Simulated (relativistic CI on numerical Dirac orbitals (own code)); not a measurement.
L2,3 absorption of cobalt in several valence states

Computed multiplet spectra 2p⁶3dⁿ → 2p⁵3dⁿ⁺¹ (Dirac-Coulomb-Breit ions, Slater integrals scaled by 0.8, an assumed crystal field that grows with the charge, no charge transfer; 300 K; Lorentzian 0.4 eV and Gaussian 0.3 eV FWHM at both edges, so that L2 comes out sharper than in experiment). Peaks over 5 % are given in eV from the highest peak in the L3 region of each spectrum (height, largest 100). S of the lowest state is read from ⟨S²⟩, and the branching ratio is the share of L3, cut at the minimum between the edges.

Field parameters in Wybourne normalisation: Oh B⁴₀ = 21Dq, B⁴₄ = √(5/14) B⁴₀. The field is a parameter set, without covalency.

- Co²⁺ (d7, Oh, 10Dq = 14650 cm⁻¹): S = 1.50, high spin, branching ratio 0.81; peaks -3.6 (66), -1.8 (83), -1.3 (93), 0.0 (100), 1.4 (20), 2.6 (10), 12.3 (7), 13.5 (25), 14.4 (24), 15.0 (24), 16.3 (7)
- Co³⁺ (d6, Oh, 10Dq = 18950 cm⁻¹): S = 0.06, low spin, branching ratio 0.67; peaks -2.4 (8), 0.0 (100), 1.3 (19), 2.2 (36), 4.1 (5), 14.3 (51), 15.6 (15), 16.0 (14)
- Co⁴⁺ (d5, Oh, 10Dq = 23250 cm⁻¹): S = 2.50, high spin, branching ratio 0.77; peaks -2.9 (38), 0.0 (100), 1.8 (21), 4.3 (7), 12.7 (13), 14.9 (8), 15.6 (16), 17.4 (11)
- Co⁵⁺ (d4, Oh, 10Dq = 27500 cm⁻¹): S = 1.69, high spin, branching ratio 0.73; peaks -4.1 (21), -2.9 (48), 0.0 (100), 1.5 (55), 3.7 (20), 10.1 (6), 11.8 (26), 12.5 (19), 12.9 (20), 14.4 (23), 15.7 (25), 16.1 (22), 17.6 (8), 18.8 (7)

The centroid of the whole edge, which also moves with the branching ratio, lies at 784.0 (Co²⁺), 788.8 (Co³⁺), 791.1 (Co⁴⁺), 795.6 (Co⁵⁺) eV in this ionic model, in steps of 2.3 to 4.8 eV. Compounds show about 1 to 2 eV a unit and lower energies for the high valences, since ligands screen the charge. The multiplet shape follows the d count and the spin state, and so serves as a fingerprint of valence. Real compounds of Co⁴⁺, Co⁵⁺ are mostly low spin, since covalency shrinks the Slater integrals more than this scale does. Co⁵⁺ lies at a spin crossover.
